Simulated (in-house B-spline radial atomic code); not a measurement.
# RPA and G0W0 on Hartree-Fock: Ga XXX (Ga29+)

Configuration 1s2, mean-field start Hartree-Fock. Computed with a B-spline radial code for spherical atoms: all electrons, non-relativistic, point nucleus, each spin shell either full or empty, empty states to l = 9 with an (l + 1/2)⁻⁴ tail; G0W0 by contour deformation at full frequency.

Relativity, left out, deepens the 1s level by about Z⁴α²/8 hartree.

Command:
```bash
python run_gw.py task.json out
```
Settings (radii: box in bohr, nucleus in fm):
```
Z                        31
electrons                2
configuration            1s2
hamiltonian              nr
method                   hf
lmax                     9
spin_polarised           False
box_radius               3.12
intervals                45
ion_configuration        1s1
```

Cost of the run: 0.9 s on 1 thread of Arm Neoverse N1 (shared host).

Energies (hartree):

```
                                     term       value
                         mean-field total  -941.73604
Hartree-Fock functional on these orbitals  -941.73604
                      direct second order   -0.091944
                    second-order exchange    0.045973
                         SOSEX correction    0.045601
```

Problem. What is the RPA correlation energy, and what remains with SOSEX?

Solution. RPA gives -0.091199 hartree (-1.24 eV per electron); RPA + SOSEX gives -0.045599, and the second-order doubles (MP2) -0.045971 hartree. SOSEX takes back 50 % of the RPA value, the self-correlation of each of the two electrons.

Quasi-particle levels (eV):

| level | occupied | mean field | Σx - vxc | Σc | QP weight | G0W0 |
| --- | --- | --- | --- | --- | --- | --- |
| 1s | yes | -12552.38 | 0.00 | ? | ? | ? |
| 2s | no | -2939.86 | 0.00 | -0.25 | 1.000 | -2940.11 |

G0W0 = mean field + (Σx - vxc) + Σc, with Σc (partial-wave tail included) taken at the quasi-particle energy.

Problem. Where does G0W0 put 1s?

Solution. At -12551.95 eV, with Σc = 0.43 eV and a quasi-particle weight of 1.000. The tabulated removal energy is 12696.558 ± 0.0016 eV (NIST, tabulated theory); the calculation leaves out relativity, Breit and QED terms, and what these don't explain is the method's own error.

Problem. What does it cost to remove one electron (to 1s1) by differences of total energies, each species on its own start (correlation terms add to the Hartree-Fock functional)?

Solution. Hartree-Fock functional 12550.87 eV, + RPA 12552.73 eV, + RPA + SOSEX 12552.11 eV, + second order 12552.12 eV. Tabulated: 12696.558 ± 0.0016 eV (NIST, tabulated theory); the calculation leaves out relativity, Breit and QED terms, and what these don't explain is the method's own error.
